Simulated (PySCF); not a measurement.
# Ionising TlBr

RHF; Tl cc-pVDZ-PP with ECP60, Br cc-pVDZ-PP with ECP10; scalar-relativistic core potentials (PySCF 2.14). Neutral (RHF): singlet (closed shell), Re = 2.708 Å, ωe = 180 cm⁻¹, De = 2.85 eV, HOMO -9.31 eV, LUMO 0.44 eV.

TlBr⁺ (UHF): doublet (π ↑), Re = 3.669 Å, ωe = 43.4 cm⁻¹. The energies at the minima are -587.09037 hartree for TlBr and -586.80776 for TlBr⁺.

(1) Work out the adiabatic ionisation energy, without and with harmonic zero-point energies (1 hartree = 27.2114 eV, 1 eV = 8065.5 cm⁻¹), and the change of the bond length.

These are scalar-relativistic numbers at best; spin–orbit coupling would shift them, the dissociation energy most. Where the molecule has an RHF reference, its open-shell atoms are computed with UHF. Hartree–Fock leaves out correlation, which carries a large part of most bond energies and some tenths to 1 eV of ionisation energies. States were picked by a PBE0 search and need not be the measured ground states.

Neutral and ion stand on different kinds of reference determinant, which adds to the error of the difference.

Results:

(1) At HF: 0.28261 hartree = 7.690 eV between the minima; the zero-point term (43.4 − 180.0)/2 cm⁻¹ = -0.008 eV makes it 7.682 eV. Re changes by +96.1 pm against the neutral. Minus the HOMO energy is 9.31 eV, +1.62 eV from the value between the minima; Hartree–Fock orbital energies leave out relaxation and correlation. The electron leaves a π orbital, and the ion is left as a loose complex of an ion and an atom.
